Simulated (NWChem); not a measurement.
# AsH, triplet; SMILES [AsH]

```xyz
2

As     0.0000     0.0000    -0.0528
H      0.0000     0.0000     1.4782
```
Atoms are numbered in this order, from 1.

Level: PBE0-D3(BJ)/def2-TZVP, spin-unrestricted (NWChem), optimised geometry, unscaled harmonic frequencies. 

List the harmonic frequencies with IR intensities, and the thermochemistry.


| frequency (cm⁻¹) | IR intensity (km/mol) |
|---|---|
| 2179 | 118.5 |

| Item | Result |
|---|---|
| zero-point energy | 3.1 kcal/mol |
| thermal correction to the enthalpy at 298.15 K (with zero-point energy) | 5.2 kcal/mol |
| heat capacity Cv | 5.0 cal/(mol K) |
| dipole moment | 0.22 D |

Rigid rotor and harmonic oscillator.
